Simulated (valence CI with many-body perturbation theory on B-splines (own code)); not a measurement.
**Sn²⁹⁺: key properties**

Level of theory: relativistic CI+MBPT: three valence electrons over a frozen Dirac-Fock core [Ar], a basis of 9 s, 9 p, 10 d, 8 f, 5 g, 3 h, 1 i functions for each j, with the one-electron correlation potential Σ1, the two-electron term Σ2, the three-electron term Σ3, Breit, model QED; selected CI, second order for the rest (own B-spline code, finite nucleus).

No measured spectrum was set against this ion. As an estimate, large intervals hold to a few tenths of a per cent, small ones and those within an open d or f shell to about a per cent. Only levels of the ground parity were solved; by the run's estimate the other parity begins above the list, which can be wrong where configurations are misplaced.

Names give the largest LS component (configuration and term), which can be under half, so a name can repeat, a term be missing and a line seem to break the LS rules; names also repeat where a configuration has a term twice.

Rates and lifetimes use the calculated energies. Strong lines usually hold to 10 to 20 %, long lifetimes can be off by a factor of two.

(1) What is the ground level?

(2) How is the term 4F of the ground level split?

(3) How well does LS coupling describe the low levels?

(4) What is the ionisation energy?

Answers

(1) 3d3 4F_3/2, composition 73 % 3d3 4F + 22 % 3d3 2D + 4 % 3d3 2P, g = 0.536.

(2) J = 3/2 at 0, J = 5/2 at 54594, J = 7/2 at 88325 cm⁻¹.

(3) Among the lowest 19 levels the leading LS term, summed over configurations, holds 72 % on average. For single configurations the figures are 72 % in LS and 81 % in jj coupling. Terms mix most in the J = 9/2 level at 103710 cm⁻¹, where the leading one holds 40 %.

(4) 1677.3 eV; NIST lists 1676 ± 4 eV (theoretical).
